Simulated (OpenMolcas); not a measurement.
# Computed transition rates of Pr I

| Property | Result |
| --- | --- |
| Program | OpenMolcas |
| Method | SS-RASPT2, IPEA 0.25 Eh, imaginary shift 0.1 Eh (closed shells correlated: 5s 5p 6s) |
| Basis | ANO-RCC-VTZP [8s7p5d3f2g1h] |
| Scalar Hamiltonian | DKH2, point nucleus |
| Active space | 3 electrons in 12 orbitals (RAS2 4f; RAS3 5d, at most 1 electron) |
| State averaging | 2S+1 = 4 odd, 35 roots (30 in the spin-orbit step); 2S+1 = 2 odd, 112 roots (43 in the spin-orbit step); 2S+1 = 4 even, 105 roots (97 in the spin-orbit step); 2S+1 = 2 even, 108 roots kept (CI in the orbitals of an earlier block) |
| Spin-orbit coupling | RASSI with atomic mean-field integrals over the reference wave functions, term energies averaged over their components |

Rates come from the transition moments of the reference wave functions (E1 in the length form). At fixed line strength A goes as λ^-3 for E1 and M1 and as λ^-5 for E2, so a rate at the computed wavelength can be rescaled to the measured one. Measured vacuum wavelengths follow from level energies in NIST Handbook of Basic Atomic Spectroscopic Data. Branching counts E1 and M1 decays inside the model space alone, at computed energies, and the table is only a selection of the E1 lines, drawn from those between levels with measured partners whose computed energy lies within a factor of 1.5 of the measured one.

```tsv
Upper	Lower	Type	λ computed (nm)	λ measured (nm)	A computed (s-1)	A rescaled (s-1)	Branching %
4f² 5d 6s² ⁴H_9/2(1)	4f³ 6s² ⁴I°_11/2	E1	1284	1503	2.81e+05	1.75e+05	89.7
4f² 5d 6s² ⁴I_13/2	4f³ 6s² ⁴I°_13/2	E1	1697	1959	1.39e+05	9.04e+04	86.3
4f² 5d 6s² ⁴H_11/2(1) [58 %]	4f³ 6s² ⁴I°_13/2	E1	1287	1465	1.39e+05	9.42e+04	81.5
4f² 5d 6s² ⁴I_11/2	4f³ 6s² ⁴I°_11/2	E1	1738	2026	1.34e+05	8.46e+04	89.5
4f² 5d 6s² ⁴I_9/2 [59 %]	4f³ 6s² ⁴I°_9/2	E1	1885	2256	9.03e+04	5.27e+04	99.7
4f² 5d 6s² ⁴H_9/2(1)	4f³ 6s² ⁴I°_9/2	E1	1072	1245	3.23e+04	2.06e+04	10.3
4f² 5d 6s² ⁴H_11/2(1) [58 %]	4f³ 6s² ⁴I°_11/2	E1	1064	1205	3.01e+04	2.07e+04	17.6
4f² 5d 6s² ⁴I_13/2	4f³ 6s² ⁴I°_11/2	E1	1329	1521	1.82e+04	1.21e+04	11.3
4f² 5d 6s² ⁴K_13/2	4f³ 6s² ⁴I°_11/2	E1	1437	1913	1.38e+04	5.85e+03	80.3
4f² 5d 6s² ⁴I_11/2	4f³ 6s² ⁴I°_9/2	E1	1372	1584	1.33e+04	8.64e+03	8.9
4f² 5d 6s² ⁴K_11/2 [72 %]	4f³ 6s² ⁴I°_9/2	E1	1577	2055	1.16e+04	5.24e+03	93.8
4f² 5d 6s² ²H_11/2(1) [58 %]	4f³ 6s² ⁴I°_13/2	E1	2131	2471	7.38e+03		69.3
4f² 5d 6s² ⁴I_13/2	4f³ 6s² ⁴I°_15/2	E1	2369	2801	3.87e+03	2.34e+03	2.4
4f² 5d 6s² ⁴K_13/2	4f³ 6s² ⁴I°_13/2	E1	1877	2662	3.36e+03	1.18e+03	19.6
4f² 5d 6s² ⁴I_11/2	4f³ 6s² ⁴I°_13/2	E1	2424	2885	2.33e+03	1.38e+03	1.6
4f² 5d 6s² ²H_11/2(1) [58 %]	4f³ 6s² ⁴I°_11/2	E1	1582	1813	2.14e+03		20.1
4f² 5d 6s² ⁴H_11/2(1) [58 %]	4f³ 6s² ⁴I°_9/2	E1	914.5	1034	1.42e+03	9.82e+02	0.8
4f² 5d 6s² ²H_11/2(1) [58 %]	4f³ 6s² ⁴I°_9/2	E1	1273	1451	1.13e+03		10.6
4f² 5d 6s² ⁴K_11/2 [72 %]	4f³ 6s² ⁴I°_11/2	E1	2081	2865	6.74e+02	2.58e+02	5.4
```

Spin-changing lines and M1 lines between different terms are not rescaled, since their strength hangs on the term gaps too.

The largest correction is for 4f² 5d 6s² ⁴K_13/2 → 4f³ 6s² ⁴I°_13/2 (E1): 3.36e+03 × (1877 / 2662)^3 = 1.18e+03 s-1, a factor of 0.35.

The computed order of these levels differs from the measured one in 1 place, and where term gaps are wrong the rates of spin-changing lines can be off by large factors.

No measured rate stands beside these. Rescaling mends the energy factor alone: line strengths can still be far off where a level mixes with configurations outside the active space, and weak or spin-changing lines hang on small mixing coefficients that depend on the term gaps too, so rescaling need not improve them.

CASPT2 breaks the degeneracy within a term, and the mean is taken; among the terms shown or strongly mixed into the levels shown the widest spread is 1300 cm-1 (4f³ 6s² ⁴I°). Over all roots computed the reference weight is 0.80 to 0.87; the roots of lowest weight are the least certain, and an intruder state may touch them. Each CASPT2 term energy is a mean over a sample of three components. High states are left out of the spin-orbit mixing, which shifts the levels that they would mix with. Some levels mix across a computed gap that differs much from the measured one, so their mixing is not that of the real levels. Terms from blocks run as CI alone lack orbitals of their own. Measured partners are found by configuration, term and J. A level has none where our copy of the source lacks it or the pairing is in doubt (some pairs that miss far off the trend of their configuration count as doubtful). Levels of configurations outside the active space are missing.

A share in square brackets marks a mixed level and gives the weight of the term that names it. A number in round brackets counts repeated terms of one configuration in the order of the reference energies. ° marks odd parity.
